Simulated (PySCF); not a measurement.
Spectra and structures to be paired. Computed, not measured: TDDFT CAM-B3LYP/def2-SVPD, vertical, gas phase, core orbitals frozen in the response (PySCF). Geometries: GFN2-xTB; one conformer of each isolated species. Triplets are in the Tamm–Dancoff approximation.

A. `C=C=C[C@H](C)OC`
B. `Sc1cnoc1`
C. `C=C(C)/P=C/OC`
D. `CC#C[SiH2][Si@@H](C)[SiH3]`
E. `C=C/C(C)=C/CO`

Lowest singlet levels (six at most, fewer where fewer were computed) with oscillator strengths:

1. 218 nm (f 0.700); 195 nm (f 0.005); 183 nm (f 0.026); 180 nm (f 0.014); 179 nm (f 0.002); 169 nm (f 0.004); T1 3.22 eV
2. 207 nm (f 0.000); 198 nm (f 0.000); 173 nm (f 0.014); 170 nm (f 0.050); 169 nm (f 0.027); 168 nm (f 0.064); T1 4.68 eV
3. 271 nm (f 0.427); 252 nm (f 0.007); 221 nm (f 0.016); 206 nm (f 0.030); 201 nm (f 0.009); 191 nm (f 0.073); T1 2.32 eV
4. 237 nm (f 0.002); 223 nm (f 0.058); 206 nm (f 0.017); 194 nm (f 0.008); 185 nm (f 0.111); 179 nm (f 0.001); T1 3.90 eV
5. 208 nm (f 0.014); 200 nm (f 0.009); 200 nm (f 0.017); 188 nm (f 0.100); 184 nm (f 0.066); 179 nm (f 0.012); T1 5.05 eV

Question: Match each spectrum to its molecule.

Answer: 1 = E, 2 = A, 3 = C, 4 = B, 5 = D.
- A: S1 at 5.98 eV, HOMO-1→LUMO+1 (35%), HOMO-1→LUMO (30%), HOMO→LUMO+2 (9%); Löwdin shares by element: HOMO carbon 38% or more, oxygen 36% (atoms not listed hold the other 26%); LUMO carbon 54% or more, hydrogen 7% or more (atoms not listed hold the other 39%); HOMO -8.78 and LUMO 1.25 eV.
- B: S1 at 5.22 eV, HOMO→LUMO+1 (70%), HOMO→LUMO+2 (15%), HOMO→LUMO+5 (8%); Löwdin shares by element: HOMO sulfur 45%, carbon 34% or more, oxygen 7%; LUMO carbon 36% or more, nitrogen 23%, oxygen 17% (atoms not listed hold the other 24%); HOMO -8.12 and LUMO 0.34 eV; point group Cs.
- C: S1 at 4.58 eV, HOMO→LUMO (96%); Löwdin shares by element: HOMO carbon 34% or more, phosphorus 27%, oxygen 19% (atoms not listed hold the other 19%); LUMO carbon 53% or more, phosphorus 27% (atoms not listed hold the other 21%); HOMO -7.21 and LUMO -0.19 eV; point group Cs.
- D: S1 at 5.95 eV, HOMO→LUMO (32%), HOMO→LUMO+5 (18%), HOMO→LUMO+2 (9%); Löwdin shares by element: HOMO carbon 50% or more, silicon 27% or more (atoms not listed hold the other 22%); LUMO silicon 60%, hydrogen 9% or more (atoms not listed hold the other 31%); HOMO -8.63 and LUMO 0.58 eV.
- E: S1 at 5.68 eV, HOMO→LUMO (98%); Löwdin shares by element: HOMO carbon 78% or more (atoms not listed hold the other 22%); LUMO carbon 73% or more (atoms not listed hold the other 27%); HOMO -7.82 and LUMO 0.27 eV.
A and D have S1 within 0.04 eV of each other; their strongest listed levels stand at 7.40 eV (f 0.064) and 6.61 eV (f 0.100).
